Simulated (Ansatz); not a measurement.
A calculation with Ansatz (development build ahead of 0.2.0).

```yaml
crystal:
  periodic: [false, false, false]
  atoms:
    - { symbol: S, position_ang: [0.08758, 0.04917, -0.04515] }
    - { symbol: F, position_ang: [1.57453, -0.05836, -0.043] }
    - { symbol: F, position_ang: [-1.5488, -0.03845, 0.07816] }
    - { symbol: F, position_ang: [-0.07344, 1.57554, 0.03849] }
    - { symbol: F, position_ang: [-0.04752, -1.64338, 0.02927] }
    - { symbol: F, position_ang: [0.06077, 0.02291, 1.55941] }
    - { symbol: F, position_ang: [0.06452, 0.02494, -1.67942] }
basis:
  gaussian: { orbitals: "6-31G" }
hamiltonian:
  xc: hf
correlation:
  method: mp2
  frozen_orbitals: { F: 1, S: 5 }
```

The input is written out in the form of the current development build from the run's settings.

The run gave:

| Quantity | Value |
| --- | --- |
| Converged | yes |
| Reference energy | -993.51838 hartree |
| Correlation energy | -0.84917 hartree |
| Total energy | -994.36755 hartree |
| Spin squared of the determinant | 0.000 |
